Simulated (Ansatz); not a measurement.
carbon atom (C), triplet. Base run: B3LYP/cc-pVTZ (Ansatz, a quantum-chemistry and plane-wave program).

Ansatz was given this input:
Ansatz 0.2 input:
```yaml
crystal:
  periodic: [false, false, false]
  atoms:
    - {symbol: C, position_ang: [0.00000000, 0.00000000, 0.00000000]}
basis:
  gaussian:
    orbitals: cc-pVTZ
hamiltonian:
  xc: b3lyp
magnetization: {spin_polarized: true, initial_magnetization: 2}
```

Variants of this job, named by their change:

```csv
change,basis functions,E (Eh)
base,30,-37.85857
basis = x2c-TZVPall; relativity = spin-free X2C,31,-37.87491
basis = cc-pVTZ-DK; relativity = spin-free X2C; nucleus = Gaussian,30,-37.87397
basis = x2c-TZVPall; relativity = none,31,-37.85912
basis = x2c-TZVPall; relativity = spin-free X2C; nucleus = Gaussian,31,-37.87491
basis = cc-pVTZ-DK; relativity = none,30,-37.85825
basis = x2c-SVPall; relativity = spin-free X2C,14,-37.82928
basis = cc-pVTZ-DK; relativity = spin-free X2C,30,-37.87397
basis = x2c-SVPall; relativity = spin-free X2C; nucleus = Gaussian,14,-37.82927
basis = x2c-SVPall; relativity = none,14,-37.81408
```

Absolute energies of different levels of theory aren't comparable as measures of quality.

Ansatz warned in this series: the basis is contracted for relativity, which the run leaves out.

Basis sets contracted for a relativistic Hamiltonian are a mismatch without it, so the rows without relativity aren't non-relativistic limits. No row has spin-orbit coupling; sets with core potentials leave out the core electrons.
